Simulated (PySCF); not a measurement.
PySCF 2.14 output of a UHF calculation on a single atom or ion in x2c-SVPall (6s6p5d1f, 56 functions), with the spin-free X2C one-electron Hamiltonian (Gaussian nucleus):

```
SCF conv_tol = 1e-09
number electrons alpha = 24  beta = 23
cycle= 1 E= -5590.50565904341  delta_E= -1.21e-10  |g|= 5.81e-06  |ddm|= 6.05e-05
converged SCF energy = -5590.50565904341  <S^2> = 0.75114944  2S+1 = 2.0011491
```

The run itself started from symmetry-adapted Hartree-Fock orbitals and held the occupation by maximum overlap, so the iterations belong to that start.

Q: Which element, charge and spin multiplicity is this?

A: Cd+ (cadmium, charge +1), multiplicity 2; the state was [Kr] 4d10 5s1, 2S determinant.
